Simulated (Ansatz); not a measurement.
Consider the redistribution: `[OH][In]([F])[CH2]F` + `[SiH3][SiH2][SiH3]` → `[OH][InH][F]` + `FC[SiH]([SiH3])[SiH3]`.

Calculated with Ansatz (gas phase, PBE0-D4/def2-TZVP geometries, no zero-point term in ΔE). CCSD(T)/CBS is the MP2 limit (def2-TZVPP, def2-QZVPP) plus CCSD(T) − MP2 in def2-TZVPP, frozen cores. Functionals use def2-TZVPP. def2 core potentials past Kr. For In outer-core shells are correlated without core-valence functions, which leaves a few kJ/mol of doubt a bond. One conformer a species, not always the lowest.

`[OH][In]([F])[CH2]F`:

```xyz
8

O    -1.299   -0.826    1.952
In    0.193   -0.301    0.782
F     1.861   -0.612    1.749
C     0.385    0.497   -1.220
F    -0.853    0.703   -1.794
H    -2.160   -0.701    1.546
H     0.922    1.447   -1.180
H     0.951   -0.206   -1.835
```

`[SiH3][SiH2][SiH3]`:

```xyz
11

Si    1.012   -1.629    0.364
Si    0.714    0.668    0.039
Si   -1.535    1.139   -0.393
H     2.437   -1.954    0.641
H     0.581   -2.369   -0.852
H     0.186   -2.085    1.514
H     1.550    1.123   -1.108
H     1.156    1.407    1.255
H    -2.372    0.696    0.755
H    -1.978    0.409   -1.611
H    -1.750    2.596   -0.605
```

`[OH][InH][F]`:

```xyz
5

O     1.359    0.221   -0.448
In   -0.466   -0.077    0.220
F    -0.342   -0.107    2.159
H     1.418    0.254   -1.406
H    -1.968   -0.291   -0.526
```

`FC[SiH]([SiH3])[SiH3]`:

```xyz
14

F    -2.342    0.103   -0.598
C    -1.793   -0.565    0.492
Si    0.101   -0.334    0.513
Si    0.637    1.933    0.726
Si    1.047   -1.242   -1.425
H    -2.251   -0.166    1.402
H    -2.063   -1.623    0.414
H     0.606   -1.077    1.706
H     2.109    2.088    0.875
H     0.199    2.682   -0.482
H    -0.029    2.518    1.922
H     0.609   -0.475   -2.621
H     2.531   -1.177   -1.335
H     0.640   -2.664   -1.590
```

```
        level  ΔE (kJ/mol)
      PBE0-D4        -14.2
HF/def2-TZVPP        -15.9
```

Q: What does CCSD(T)/CBS give? (An estimate is asked.)

A: The calculation gave: -11.7 kJ/mol. The listed levels differ from it by -2.5, -4.2 kJ/mol.

Largest T1 diagnostic among the species: 0.017.

The D4 term adds −5.3 kJ/mol with B3LYP and −3.2 kJ/mol with PBE0; it sums over pairs of atoms, weighted by their polarisabilities, and B3LYP, whose exchange is more repulsive, gets the larger term. From PBE to PBE0 (25 % exact exchange), in def2-TZVPP and without D4, ΔE moves by −4.4 kJ/mol.

B3LYP here is the variant with VWN-RPA as its local correlation; programs differ in this.
